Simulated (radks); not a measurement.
Al II, configuration [Ne] 3s2 (the NIST ground configuration). All-electron calculation, Dirac Kohn-Sham, PBE, spin-unpolarised, spherical densities, finite nucleus; Fermi nuclear charge, rms radius 3.061 fm. Program: a radial shooting solver on a logarithmic mesh with Libxc functionals. Some entries of the table are withheld. Estimate them.

orbital,occ.,eigenvalue (hartree),<r> (bohr)
1s1/2,2,-55.84180,0.1202
2s1/2,2,(1),(2)
2p1/2,2,(3),(4)
2p3/2,4,(5),(6)
3s1/2,2,-0.54426,2.377

Answer. 
(1) 2s1/2 eigenvalue (hartree): -4.28107
(2) 2s1/2 <r> (bohr): 0.6257
(3) 2p1/2 eigenvalue (hartree): -2.87665
(4) 2p1/2 <r> (bohr): 0.6015
(5) 2p3/2 eigenvalue (hartree): -2.86041
(6) 2p3/2 <r> (bohr): 0.6037
